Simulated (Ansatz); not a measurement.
One change: `F[Si]1(Cl)C[SiH2]1` becomes `C[Si]1(Cl)C[SiH2]1`.

Ansatz, PBE0-D4/def2-TZVP geometries, multiplicity 1. 

```csv
property,`F[Si]1(Cl)C[SiH2]1`
HOMO energy (PBE0/def2-TZVPP) / eV,-7.06
size of the dipole moment (PBE/def2-TZVPP) / D,1.72
HOMO energy (ωB97M-V/def2-TZVPP) / eV,-9.07
HOMO energy (PBE/def2-TZVPP) / eV,-5.97
size of the dipole moment (ωB97M-V/def2-TZVPP) / D,1.76
LUMO energy (PBE/def2-TZVPP) / eV,-1.58
```

(1) Give the same properties after the change, and the shifts. (Best estimate.)

Results:

(1) Computed: 
```json
{"property": "HOMO energy (PBE0/def2-TZVPP) / eV", "`C[Si]1(Cl)C[SiH2]1`": "-6.29", "shift": "0.77"}
{"property": "size of the dipole moment (PBE/def2-TZVPP) / D", "`C[Si]1(Cl)C[SiH2]1`": "2.35", "shift": "0.63"}
{"property": "HOMO energy (ωB97M-V/def2-TZVPP) / eV", "`C[Si]1(Cl)C[SiH2]1`": "-8.30", "shift": "0.77"}
{"property": "HOMO energy (PBE/def2-TZVPP) / eV", "`C[Si]1(Cl)C[SiH2]1`": "-5.31", "shift": "0.66"}
{"property": "size of the dipole moment (ωB97M-V/def2-TZVPP) / D", "`C[Si]1(Cl)C[SiH2]1`": "2.31", "shift": "0.55"}
{"property": "LUMO energy (PBE/def2-TZVPP) / eV", "`C[Si]1(Cl)C[SiH2]1`": "-1.98", "shift": "-0.40"}
```

With PBE0 the HOMO rises by 0.77 eV and the LUMO falls by 0.44 eV, so the gap narrows by about 1.21 eV. PBE moves the HOMO by 0.66 eV and ωB97M-V by 0.77 eV. Dipoles are sizes alone; their direction can turn.
